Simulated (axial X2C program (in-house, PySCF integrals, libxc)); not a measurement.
**How long does YH take?**

A bond scan computed with an in-house all-electron X2C program for linear molecules (integrals from PySCF). Basis: Y dyall-cv3z [11s12p9d6f3g], H dyall-v3z [6s2p1d] (cores contracted in-house).

Input file and command:
```json
{"zs": [39, 1], "q": 0, "bas": ["dyall-cv3z", "dyall-v3z"], "levels": ["PBE0", "HF", "M06"], "cc": true, "r0": 1.95, "thr": -2.0, "nmax": 90, "npts": 10, "nst": 2, "ntry": 6}
```
```bash
python so2c.py task.json out
```

Keys: zs atomic numbers; q charge; bas basis sets; levels methods; cc coupled cluster on or off; r0 starting distance in Å; thr threshold in hartree for freezing inner shells (an s shell follows its p shell); nmax most natural virtual spinors; npts points on the curve; nst determinants followed; ntry starts of the search. HF also brings MP2.

Hardware: 1 thread of Arm Neoverse V1, on a shared host.

Wall time of one point of each curve, integrals apart:

```tsv
Hamiltonian	level	points	seconds a point
spin-free	PBE0	10	0.32
spin-free	HF	10	0.14
spin-free	CCSD(T) (12 electrons, 88 virtuals)	7	3.6
spin-free	M06	10	0.59
2c	PBE0	10	0.42
2c	HF	10	0.26
2c	CCSD(T) (12 electrons, 90 virtuals)	7	4.5
2c	M06	10	0.71
```

The rest:

Search with its distance optimisation 13 s, atoms 34 s, whole task 140 s. Coupled cluster runs on the points near the minimum only. The program drops outer points, and coupled cluster, when its time limit (not in the input) nears; MP2, further determinants and curves that did not converge are not in the table.
